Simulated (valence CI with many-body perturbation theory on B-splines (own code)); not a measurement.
Results of a calculation; reference values are marked as such.
## Xe XIII: magnetic and hyperfine properties of the levels

Level of theory: configuration interaction combined with many-body perturbation theory (CI+MBPT): six valence electrons over a frozen Dirac-Fock core [Kr], radial functions for each j: 7 s, 7 p, 8 d, 6 f, 4 g, 1 h, with the one-electron correlation potential Σ1, the two-electron term Σ2, the three-electron term Σ3, Breit, model QED; selected CI, second order for the rest, scaled by the run's own slope (own B-spline code, finite nucleus).

No measured levels were compared; by estimate terms of the open shell hold to 2 to 4 % of their energy, and close levels can change places. Core correlation moves these levels by up to 9400 cm⁻¹, and in measured spectra 5 to 20 % of such shifts remained as error; rates that hang on mixing are uncertain with them. Among the levels kept, up to 1200 cm⁻¹ of a level comes from second order outside the variational space, and about a tenth of that is noise between levels of different J, which matters for small intervals. The list stops below the first excitations out of the core. Only levels of the ground parity were solved; by the run's estimate the other parity begins above the list, which can be wrong where configurations are misplaced.

A/g_I is the dipole constant over the nuclear g factor μ/I (μ in nuclear magnetons, uniformly magnetised nucleus), B/Q the quadrupole constant per barn. Both hold the static response of the core; the bare values leave it out. Large factors of s and p1/2 electrons are usually good to 5 to 10 %; those of open d and f shells near neutrality can be off by tens of per cent, and small factors of p3/2, d and f electrons come from cancelling terms and can be off by a factor of two or in sign, in half-filled shells by more. B is blank for J = 1/2, where it vanishes, and for nearly pure S terms. Energies count from the lowest level. Levels with J = 0 are left out.

Names give the largest LS component (configuration and term), which can be under half, so a name can repeat, a term be missing and a line seem to break the LS rules; names also repeat where a configuration has a term twice. Letters in brackets count levels of one name in rising energy.

```csv
Level,E (eV),g,A/g_I (MHz),A/g_I bare,B/Q (MHz/b),B/Q bare
4d6 5D_4,0.000,1.460,980,1490,3860,3650
4d6 5D_3,1.203,1.476,479,1000,784,743
4d6 5D_2,1.231,1.461,818,1330,-949,-884
4d6 5D_1,1.888,1.475,631,1160,-1300,-1210
4d6 3H_4 [a],3.601,1.046,2090,2090,2130,2000
4d6 3H_5,4.267,1.110,2180,2270,1120,1060
4d6 3H_6,4.282,1.141,2320,2450,-2500,-2360
4d6 3P_2 [a],4.453,1.399,390,812,-1270,-1180
4d6 3F_3 [a],5.093,0.990,2850,2800,1660,1560
4d6 3F_2 [a],5.251,0.807,3610,3340,-1140,-1080
4d6 3H_4 [b],5.968,1.004,2500,2460,-526,-487
4d6 3D_1,6.470,0.841,2920,2670,923,869
4d6 3G_5,6.510,1.121,2380,2490,-2010,-1880
4d6 3G_4,6.703,1.074,2740,2790,-391,-368
4d6 3D_2,6.803,1.173,2020,2180,2270,2140
4d6 3D_3,7.065,1.229,1420,1650,-2640,-2490
4d6 3G_3,7.220,0.960,3230,3150,1050,989
4d6 1I_6,7.506,1.023,2760,2750,-3720,-3500
4d6 3P_1 [a],7.969,1.205,1500,1700,222,216
4d6 1F_3,8.626,1.021,2790,2780,-4050,-3810
4d6 1G_4 [a],8.913,1.024,2870,2860,1360,1290
4d6 1D_2 [a],9.147,1.040,2630,2630,-1440,-1370
4d6 3P_1 [b],10.278,1.477,-34.5,475,-550,-524
4d6 3F_4,11.117,1.211,1960,2170,-4850,-4580
4d6 3F_2 [b],11.182,0.708,4280,3890,-2150,-2020
4d6 3P_2 [b],12.373,1.406,1140,1580,-3200,-3020
4d6 3F_3 [b],12.392,1.069,2520,2560,-4270,-4030
4d6 1G_4 [b],12.846,1.027,2580,2570,-2430,-2280
4d6 1D_2 [b],15.743,1.000,2870,2830,4440,4190
```

Task: Take the isotope of mass number 131, with I = 3/2, μ = 0.69185 μN and Q = -0.114 b. What is the hyperfine structure of 4d6 3H_5?

Result: From the table A = 1010 MHz, B = -127 MHz. Shifts from the centre of gravity in MHz: F = 7/2: -9150, F = 9/2: -4520, F = 11/2: 1060, F = 13/2: 7540.
